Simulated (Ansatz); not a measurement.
Start from `C[O][GeH]([OH])[O]C` and change one atom or group to get `C[O][GeH]([NH]C(C)C)[O]C`.

Ansatz, PBE0-D4/def2-TZVP geometries, multiplicity 1. Each molecule was computed in one conformer, which needn't be the lowest.

Scalar relativity is left out up to krypton.

```
                                          property  `C[O][GeH]([OH])[O]C`
size of the dipole moment (ωB97M-V/def2-TZVPP) / D                   1.64
  size of the dipole moment (B3LYP/def2-TZVPP) / D                   1.65
                LUMO energy (PBE0/def2-TZVPP) / eV                   0.54
               LUMO energy (B3LYP/def2-TZVPP) / eV                   0.17
                 LUMO energy (PBE/def2-TZVPP) / eV                  -0.47
              HOMO–LUMO gap (PBE0/def2-TZVPP) / eV                   8.62
```

Q: Give the same properties after the change, and the shifts. (Estimate.)

A: The calculation gave: 
```
                                          property  `C[O][GeH]([NH]C(C)C)[O]C`  shift
size of the dipole moment (ωB97M-V/def2-TZVPP) / D                        2.90   1.26
  size of the dipole moment (B3LYP/def2-TZVPP) / D                        2.88   1.23
                LUMO energy (PBE0/def2-TZVPP) / eV                        0.82   0.28
               LUMO energy (B3LYP/def2-TZVPP) / eV                        0.50   0.33
                 LUMO energy (PBE/def2-TZVPP) / eV                       -0.04   0.43
              HOMO–LUMO gap (PBE0/def2-TZVPP) / eV                        7.70  -0.92
```

With PBE0 the HOMO rises by 1.20 eV and the LUMO rises by 0.28 eV, so the gap narrows by about 0.92 eV. PBE moves the HOMO by 0.97 eV and ωB97M-V by 1.26 eV. Dipoles are sizes alone; their direction can turn.

B3LYP here is the variant with VWN-RPA as its local correlation; programs differ in this.
